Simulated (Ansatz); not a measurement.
Reaction (formal exchange of groups at the Si–Ge bond): `[GeH3][SiH2][GeH2][GeH3]` + `ClBCl` → `ClB(Cl)[SiH2][GeH3]` + `[GeH3][GeH3]`

Calculated with Ansatz (gas phase, PBE0-D4/def2-TZVP geometries, no zero-point term in ΔE). CCSD(T)/CBS is the MP2 limit (def2-TZVPP, def2-QZVPP) plus CCSD(T) − MP2 in def2-TZVPP, frozen cores. This one scheme is used for every species. DFT in def2-TZVPP. B3LYP here is the variant with VWN-RPA as its local correlation; programs differ in this. For Ge outer-core shells are correlated without core-valence functions, which leaves a few kJ/mol of doubt a bond. Scalar relativity is left out up to krypton. Each species was taken in one conformer, which may not be the lowest.

`[GeH3][SiH2][GeH2][GeH3]`:

Cartesian coordinates in Å:
```
Ge -0.418 0.159 2.356
Si 1.361 0.521 0.820
Ge 0.926 -0.660 -1.199
Ge -1.250 -0.044 -2.070
H -0.608 -1.347 2.605
H -0.147 0.846 3.705
H -1.729 0.720 1.778
H 2.649 0.078 1.421
H 1.461 1.976 0.519
H 0.941 -2.175 -0.921
H 2.009 -0.362 -2.254
H -2.345 -0.449 -1.069
H -1.527 -0.740 -3.412
H -1.323 1.478 -2.280
```

`ClBCl`:

```xyz
4

Cl    1.130   -0.691    1.021
B     0.048    0.086   -0.089
Cl   -1.653   -0.252   -0.049
H     0.475    0.857   -0.883
```

`ClB(Cl)[SiH2][GeH3]`:

Cartesian coordinates in Å:
```
Cl 2.537 1.395 -1.049
B 1.061 0.566 -1.470
Cl 0.164 1.117 -2.861
Si 0.345 -0.905 -0.306
Ge -1.038 0.151 1.328
H 1.444 -1.632 0.383
H -0.478 -1.862 -1.093
H -2.180 0.914 0.637
H -0.209 1.149 2.153
H -1.646 -0.893 2.279
```

`[GeH3][GeH3]`:

```xyz
8

Ge   -0.701   -0.134   -0.977
Ge    0.701    0.133    0.977
H     0.142   -0.033   -2.259
H    -1.395   -1.505   -0.953
H    -1.780    0.961   -1.013
H    -0.141    0.017    2.258
H     1.382    1.512    0.962
H     1.790   -0.951    1.006
```

```csv
level,ΔE (kcal/mol),difference from CCSD(T)/CBS
PBE0-D4,9.0,-0.5
B3LYP-D4,8.9,-0.6
ωB97M-V,9.1,-0.4
B2PLYP,9.0,-0.5
PBE0,8.8,-0.7
SCS-MP2/def2-TZVPP,9.7,0.2
CCSD/def2-TZVPP,9.7,0.2
HF/def2-QZVPP,9.0,-0.5
HF/CBS(def2),9.0,-0.5
MP2/CBS(def2),10.1,0.6
CCSD(T)/CBS,9.5,0
```

Largest T1 diagnostic among the species: 0.013.
